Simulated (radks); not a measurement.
Coulomb parameter of the 3d shell of the cobalt ion Co3+ in the model configuration [Ar] 3d5 4s1, as a second difference U = [E(n + 0.5) + E(n - 0.5) - 2 E(n)] / (0.5)^2 with all orbitals relaxed. "Bare": the charge of the atom changes with n. "Screened": the 4s shell takes up the change at fixed total charge, which measures U(3d,3d) + U(4s,4s) - 2 U(3d,4s). Method: Dirac Kohn-Sham, PBE, spin-unpolarised, spherical densities, finite nucleus; open shells are shared between the two j in proportion to 2j + 1; Fermi nuclear charge, rms radius 3.7875 fm; computed with a radial shooting solver on a logarithmic mesh with Libxc functionals.

| case | configuration | E - E(n) (eV) |
|---|---|---|
| start | [Ar] 3d5 4s1 | 0.000 |
| bare +0.5 | [Ar] 3d5.5 4s1 | -23.887 |
| bare -0.5 | [Ar] 3d4.5 4s1 | 29.062 |
| screened +0.5 | [Ar] 3d5.5 4s0.5 | -8.224 |
| screened -0.5 | [Ar] 3d4.5 4s1.5 | 9.562 |

U(bare) = 20.701 eV, U(screened by 4s) = 5.352 eV.
